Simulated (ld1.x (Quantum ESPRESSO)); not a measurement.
**Which change was made? (Zr, TM)**

```
Element                 : Zr (Z = 40)
Generator               : ld1.x (Quantum ESPRESSO) 7.5
Type                    : norm-conserving Troullier–Martins (Kleinman–Bylander form)
Functional              : PBEsol
Relativity              : scalar-relativistic
Frozen core             : [Ar] 3d10 4s2
Valence charge          : 10
Reference configuration : 4p6 4d2 5s2 5p0
Partial waves           : 4p (bound): rc 1.70 bohr; 4d (bound): rc 2.70 bohr; 5s (bound): rc 3.10 bohr
Local potential         : the s channel
Core correction         : a·sin(br)/r model core inside 1.35 bohr
```

Cutoffs, loose and tight: the cutoffs (Ry, on a coarse ladder) from which the occupation-weighted sum of valence levels, in a spherical-Bessel basis at the reference potential, stays within 10 and 1 mRy of its value at 400 Ry. They do not see the model core or the augmentation charge, which bear on the density cutoff. Test errors are all-electron minus pseudo excitation energies from the reference, over the configurations 4p6 4d2 5s1 5p0; 4p6 4d2 5s0 5p0; 4p6 4d1 5s0 5p0; 4p6 4d2 5s1.5 5p0; 4p6 4d2 5s0 5p2; 4p6 4d1 5s2 5p1; 4p6 4d2 5s0 5p1; variants that change the core or the reference have their own tests.

The base gives: outcome: generated; cutoff, loose: 40 Ry; cutoff, tight: 70 Ry; bound ghosts: none; largest test error (meV): -1131.

(1) After one change the result is: outcome: generated; cutoff, loose: 21 Ry; cutoff, tight: 35 Ry; bound ghosts: none; largest test error (meV): -1153. Which change was it?
A. all radii but the core radius scaled by about 0.76 (s 2.36, p 1.30, d 2.04 bohr)
B. all radii but the core radius scaled by about 1.28 (s 3.96, p 2.18, d 3.46 bohr)
C. all radii but the core radius scaled by about 1.11 (s 3.44, p 1.90, d 3.00 bohr)

Results:

(1) B. The others give: all radii but the core radius scaled by about 1.11 (s 3.44, p 1.90, d 3.00 bohr) → outcome: generated; cutoff, loose: 30 Ry; cutoff, tight: 45 Ry; bound ghosts: none; largest test error (meV): -1126 | all radii but the core radius scaled by about 0.76 (s 2.36, p 1.30, d 2.04 bohr) → outcome: generated; cutoff, loose: 60 Ry; cutoff, tight: 110 Ry; bound ghosts: none; largest test error (meV): -966.
